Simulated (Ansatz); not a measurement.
Input file for `C[SiH](C)[AlH][Cl]`:

```yaml
crystal:
  periodic: [false, false, false]
  atoms:
    - {symbol: C, position_ang: [-1.559962, -0.817160, 0.106423]}
    - {symbol: Si, position_ang: [0.115794, -0.062141, 0.497963]}
    - {symbol: C, position_ang: [1.503607, -1.071210, -0.277193]}
    - {symbol: Al, position_ang: [0.194475, 2.297174, -0.172683]}
    - {symbol: Cl, position_ang: [-1.659371, 3.256416, -0.507755]}
    - {symbol: H, position_ang: [-2.366399, -0.236258, 0.558616]}
    - {symbol: H, position_ang: [-1.620452, -1.840780, 0.485173]}
    - {symbol: H, position_ang: [-1.733835, -0.843064, -0.971988]}
    - {symbol: H, position_ang: [0.309287, -0.083507, 1.983595]}
    - {symbol: H, position_ang: [1.410753, -1.099052, -1.365649]}
    - {symbol: H, position_ang: [1.474658, -2.100886, 0.089060]}
    - {symbol: H, position_ang: [2.483372, -0.654476, -0.033509]}
    - {symbol: H, position_ang: [1.468372, 3.220143, -0.377052]}
basis:
  gaussian: {orbitals: def2-TZVPP}
correlation: {method: ccsd_t}
```

```sh
$ ansatz run in.yaml --threads 4 --pin off --events-out ev --progress --plain --max-ram 10444MiB
```

Log, shortened:

```
Functional definition: HF
1716 factors; integrals over basis functions are off by at most 1.5e-3 eV
mean field evaluation 1: about -29136.5015 eV, gradient 3.6e1 eV
mean field evaluation 2: about -29136.7072 eV, gradient 3.6e1 eV
mean field evaluation 4: about -29140.4356 eV, gradient 3.3e0 eV
mean field evaluation 8: about -29140.4955 eV, gradient 1.6e-1 eV
mean field -29140.49561953 eV, -1070.8934618805 hartree, gradient 3.8e-6 eV, S^2 0.000000; 0 other end points of the search recorded, 0 dependent functions left out
17 core orbitals not correlated: weight in the atoms' cores, before any rotation towards them, 1.000 or more for the frozen orbitals, at most 0.000 for the correlated occupied ones
reference -29140.49561953 eV, -1070.8934618805 hartree; 15, 15 occupied and 268, 268 virtual orbitals, 1716 factors
second order -20.27508474 eV of doubles, -0.00000000 eV of singles
cycle   1  -21.58699970 eV  change    -1.3e0 eV  update   9.3e-2
cycle   2  -22.13913609 eV  change   -5.5e-1 eV  update   2.8e-2
cycle   3  -22.20393046 eV  change   -6.5e-2 eV  update   1.1e-2
cycle   4  -22.19777065 eV  change    6.2e-3 eV  update   3.2e-3
cycle   5  -22.19667056 eV  change    1.1e-3 eV  update   1.3e-3
cycle   6  -22.19661824 eV  change    5.2e-5 eV  update   4.0e-4
cycle   7  -22.19656495 eV  change    5.3e-5 eV  update   1.3e-4
cycle   8  -22.19658601 eV  change   -2.1e-5 eV  update   4.6e-5
cycle   9  -22.19659038 eV  change   -4.4e-6 eV  update   1.5e-5
perturbative correction -0.86267395 eV, -0.0317026830 hartree
Total energy: -29163.55488387 eV, -1071.7408742146 hartree
```

Hardware: 4 threads of an Arm Neoverse V1 on a shared host. Wall time 4.8 min, peak host memory 9.1 GiB.

MP2 recovers 87.9 % of the CCSD(T) correlation energy and the triples give 3.7 %; T1 = 0.0102.
